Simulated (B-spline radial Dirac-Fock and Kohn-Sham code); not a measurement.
# X-ray form factors of mercury in several charge states

Level of theory: relativistic Hartree-Fock (Dirac-Fock) wave functions, averaged over the configuration; a radial finite-basis atomic code.

Configurations: Hg⁵⁶⁺ [Ar] 3d6; Hg⁵⁹⁺ [Ar] 3d3; Hg⁶⁰⁺ [Ar] 3d2; Hg⁶¹⁺ [Ar] 3d1. The first column is f₀ of Hg⁵⁶⁺, the others are differences from it.

```csv
s (Å⁻¹),Hg⁵⁶⁺,Δ Hg⁵⁹⁺,Δ Hg⁶⁰⁺,Δ Hg⁶¹⁺
0,24.000,-3.000,-4.000,-5.000
0.05,23.991,-2.998,-3.998,-4.997
0.1,23.964,-2.993,-3.991,-4.989
0.15,23.920,-2.984,-3.979,-4.974
0.2,23.858,-2.972,-3.963,-4.954
0.25,23.779,-2.956,-3.943,-4.929
0.3,23.682,-2.937,-3.917,-4.898
0.35,23.569,-2.915,-3.888,-4.862
0.4,23.439,-2.889,-3.855,-4.820
0.45,23.293,-2.861,-3.817,-4.774
0.5,23.131,-2.829,-3.775,-4.722
0.6,22.763,-2.757,-3.680,-4.605
0.7,22.338,-2.674,-3.571,-4.471
0.8,21.863,-2.582,-3.449,-4.320
0.9,21.341,-2.481,-3.317,-4.156
1,20.778,-2.373,-3.174,-3.980
1.1,20.182,-2.259,-3.024,-3.794
1.2,19.557,-2.141,-2.868,-3.600
1.4,18.248,-1.896,-2.543,-3.198
1.6,16.898,-1.647,-2.214,-2.789
```

Values without a named source are computed, but for edge energies of neutral atoms, which are taken from tables.
